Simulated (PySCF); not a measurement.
Electron correlation in Be (beryllium, neutral)

[He] 2s1 3s1, high-spin 3S determinant (an excited configuration). Calculation: PySCF 2.14, in aug-cc-pCVQZ-DK (9s8p6d4f2g, 109 functions); the spin-free X2C one-electron Hamiltonian (Gaussian nucleus). Frozen: 1s2; 2 electrons correlated.

Total MP2 correlation energy: -1.97 mhartree.

Same-spin part -1.97 and opposite-spin part 0.00 mhartree; SCS-MP2 scales them by 1/3 and 6/5 to -0.66 mhartree.
